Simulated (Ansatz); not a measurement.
# Ligand exchange: C3H7Br + GeH3(NH2) → C3H9N + GeH3Br

Species: C3H7Br (2-bromopropane) `CC(C)Br`, singlet; GeH3(NH2), singlet; C3H9N `CC(C)N`, singlet; GeH3Br `[GeH3][Br]`, singlet. The partners trade Br for NH2: C–Br and Ge–NH2 bonds give way to C–NH2 and Ge–Br.

Shapes, held fixed at every level: PBE0-D4/def2-TZVP. Flexible molecules stand in one conformer, not always the lowest. Programs: Ansatz 0.2.0. The zero-point and thermal change to 298 K, harmonic and unscaled (PBE0-D4/def2-TZVP), is +4.3 kJ/mol.

| level | kind | ΔH(298 K) (kJ/mol) | less CCSD(T)/def2-TZVPP |
| --- | --- | --- | --- |
| PBE-D4/def2-TZVPP | GGA | -54.7 | -4.0 |
| r2SCAN-D4/def2-TZVPP | meta-GGA | -55.7 | -5.0 |
| B3LYP-D4/def2-TZVPP | global hybrid | -55.4 | -4.7 |
| BHLYP-D4/def2-TZVPP | global hybrid | -61.2 | -10.5 |
| B2PLYP/def2-TZVPP | double hybrid | -53.6 | -2.9 |
| MP2/def2-TZVPP | perturbation theory | -47.5 | +3.2 |
| CCSD/def2-SVP | coupled cluster or CI | -69.5 | -18.8 |
| CCSD(T)/def2-TZVPP | coupled cluster or CI | -50.7 | 0.0 |

The highest level, CCSD(T)/def2-TZVPP, gives ΔH(298 K) = -50.7 kJ/mol; the levels span -69.5 to -47.5. The column of differences is taken from that level and isn't an error. No measured value is set beside it here. Relativity is left out for Br, Ge unless named. Correlated rows may include outer-core shells of Br, Ge, which these sets cover unevenly.
